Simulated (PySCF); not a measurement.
Isomers of C3H12N2Si2. Method used: TDDFT CAM-B3LYP/def2-SVPD, vertical, gas phase, core orbitals frozen in the response in PySCF 2.14.0, density-fitted response routines. Geometries: GFN2-xTB; one conformer of each isolated species. Triplets are in the Tamm–Dancoff approximation. 'Strongest' means the level of largest summed f among the lowest 8 singlets; it needn't be the same kind of state in each.

Question: Rank by computed lowest singlet excitation energy, highest first.
A. `C1[Si@H](C[Si@@H]1N)NC`
B. `[SiH3]N[C@H]1CNC[SiH2]1`
C. `C=C(C)[SiH2]N[SiH2]N`
D. `C=C[C@@H]([SiH3])N[SiH2]N`
E. `N[SiH](N)C1C[SiH2]C1`

Answer: C (6.56 eV), E (6.16 eV), A (6.01 eV), D (5.88 eV), B (5.68 eV).

| SMILES | S1 (eV) | T1 (eV) | f (strongest) | f (S1) | HOMO (eV) | α (au) | S1 mainly |
| --- | --- | --- | --- | --- | --- | --- | --- |
| C=C(C)[SiH2]N[SiH2]N | 6.56 | 4.29 | 0.24 | 0.010 | -8.69 | 103.0 | H-2→L+1 (36%) |
| N[SiH](N)C1C[SiH2]C1 | 6.16 | 5.91 | 0.07 | 0.013 | -8.15 | 101.3 | H→L (83%) |
| CN[Si@H]1C[Si@H](N)C1 | 6.01 | 5.77 | 0.08 | 0.002 | -7.92 | 101.0 | H→L+1 (48%) |
| C=C[C@@H]([SiH3])N[SiH2]N | 5.88 | 4.24 | 0.19 | 0.094 | -8.02 | 106.3 | H→L (85%) |
| [SiH3]N[C@H]1CNC[SiH2]1 | 5.68 | 5.45 | 0.06 | 0.010 | -7.64 | 102.1 | H→L (66%) |

H and L stand for HOMO and LUMO.

Mean S1 by what the SMILES shows (count): a double or triple bond but no aromatic ring 6.22 eV (2); single bonds only 5.95 eV (3).

- `C=C(C)[SiH2]N[SiH2]N`: Löwdin shares by element: HOMO nitrogen 50% or more, silicon 21%, hydrogen 7% or more (atoms not listed hold the other 21%); LUMO carbon 52% or more, silicon 12% or more, hydrogen 6% or more (atoms not listed hold the other 30%).
- `N[SiH](N)C1C[SiH2]C1`: Löwdin shares by element: HOMO carbon 29% or more, nitrogen 24% or more, silicon 13% or more (atoms not listed hold the other 34%); LUMO silicon 24% or more, carbon 19% or more, hydrogen 9% or more (atoms not listed hold the other 47%).
- `CN[Si@H]1C[Si@H](N)C1`: Löwdin shares by element: HOMO nitrogen 44% or more, carbon 17% or more, silicon 10% or more (atoms not listed hold the other 29%); LUMO silicon 32% or more, hydrogen 26% or more, nitrogen 11% or more (atoms not listed hold the other 31%).
- `C=C[C@@H]([SiH3])N[SiH2]N`: Löwdin shares by element: HOMO nitrogen 37% or more, carbon 33% (atoms not listed hold the other 30%); LUMO carbon 38% or more, silicon 20% (atoms not listed hold the other 42%).
- `[SiH3]N[C@H]1CNC[SiH2]1`: Löwdin shares by element: HOMO nitrogen 50%, carbon 13% or more, silicon 10% or more (atoms not listed hold the other 28%); LUMO silicon 36%, hydrogen 9% or more, carbon 7% or more (atoms not listed hold the other 48%).

Without π bonds the low states are Rydberg-like; a valence basis with one diffuse set may place them up to an eV too high.
